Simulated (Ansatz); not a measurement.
Total energies of Hg3Se4 from Ansatz at PBE0-D4/def2-SVP, gas phase (1 Eh = 27.2114 eV = 2625.5 kJ/mol). The reference geometry is relaxed at PBE-D4/def2-SVP.

```xyz
7

Hg   -0.9492   -0.2286   -2.0133
Hg    0.3335   -1.9095    0.5571
Hg    0.0452    2.0006    0.2510
Se   -0.1058   -2.5905   -1.8277
Se    0.5106   -0.6789    2.7520
Se    1.7166    1.2153    1.9691
Se   -1.5509    2.1916   -1.6883
```

| state | geometry | energy (Eh) |
| --- | --- | --- |
| charge 0 singlet | reference | -10064.55240 |
| charge 1 doublet | reference | -10064.25637 |
| charge -1 doublet | reference | -10064.59613 |
| charge -1 doublet | relaxed at PBE-D4/def2-SVPD | -10064.62070 |
| free Hg atom (singlet) | – | -153.51015 |
| free Se atom (triplet) | – | -2400.91098 |

In the def2 sets Hg takes a core potential; there is no spin–orbit coupling.

Question: Work out the vertical ionisation energy to the doublet.

Answer: E(charge 1 doublet) − E(charge 0 singlet) = -10064.25637 − (-10064.55240) = 0.29603 Eh = 8.06 eV. For comparison, −ε of the highest occupied level is 6.53 eV at this level, 1.53 eV less.

Question: Work out the vertical electron affinity, to the doublet.

Answer: E(charge 0 singlet) − E(charge -1 doublet) = -10064.55240 − (-10064.59613) = 0.04373 Eh = 1.19 eV. The basis lacks diffuse functions, which makes affinities too small.

Question: Give the fundamental gap IE − EA, the Mulliken electronegativity (IE + EA)/2 and the hardness (IE − EA)/2.

Answer: From the values in Eh: IE − EA = 0.29603 − 0.04373 = 0.25230 Eh = 6.87 eV; (IE + EA)/2 = 4.62 eV; (IE − EA)/2 = 3.43 eV. The HOMO–LUMO gap of the same run is 3.98 eV, 2.89 eV smaller than the fundamental gap.

Question: How much does the charge -1 doublet relax, and what is the adiabatic electron affinity?

Answer: Relaxation: -10064.59613 − (-10064.62070) = 0.02457 Eh = 0.67 eV. Adiabatic electron affinity: 0.06830 Eh = 1.86 eV, without zero-point energy. Bonds change on the way (1 lost, 0 formed), so the relaxed form is another species. 

Question: What is the binding energy per atom against free atoms?

Answer: Atoms: 3 × (-153.51015) + 4 × (-2400.91098) = -10064.17437 Eh. Binding: -10064.17437 − (-10064.55240) = 0.37803 Eh = 10.29 eV, or 1.47 eV for each of 7 atoms (no zero-point energy, no counterpoise term).

At PBE0-D4/def2-SVP the highest occupied level of the charge -1 doublet lies above zero (up to 0.18 eV). By energy differences its removal costs 1.19 eV (vertical, to the charge 0 singlet, at PBE0-D4/def2-SVP); self-interaction error and the lack of diffuse functions both raise the level.  

The structure comes from a short search, and lower isomers may exist.
